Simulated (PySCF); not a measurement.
Zr(OMe)F3, CH₃F₃OZr (singlet state).
Bonds: Zr1–O2, Zr1–F7, Zr1–F8, Zr1–F9, O2–C3. Hydrogens: H4, H5, H6 on C3.

Theory: PySCF 2.14.0, PBE0-D3(BJ)/def2-SVP geometry optimisation, gas phase, def2 core potentials past Kr.

Problem. How far are the bound atoms from Zr1?

Solution. 4 atoms: O2 1.897 Å, F8 1.907 Å, F9 1.907 Å, F7 1.908 Å. The nearest atom not counted as bound is C3, at 3.28 Å.

Problem. List the angles at Zr1.

Solution. 
```tsv
angle	degrees	distance of the outer atoms (Å)
F8–Zr1–F9	109.9	3.12
O2–Zr1–F7	109.9	3.12
F7–Zr1–F9	109.5	3.12
O2–Zr1–F9	109.4	3.11
F7–Zr1–F8	109.3	3.11
O2–Zr1–F8	108.7	3.09
```

Problem. What is the shape at Zr1?

Solution. Tetrahedral: angles from 108.7° to 109.9°; τ4 = (360° − α − β)/141° = 0.99 with α and β the two widest (0 for a square, 1 for a tetrahedron).

Problem. What are the other bond lengths?

Solution. O2–C3 1.389 Å; C3–H4, C3–H5, C3–H6 1.103 Å.

Problem. Give some angles away from the centre.

Solution. Zr1–O2–C3 176.8°.

Charge 0, singlet. Whether it is a minimum is left open (no frequencies).
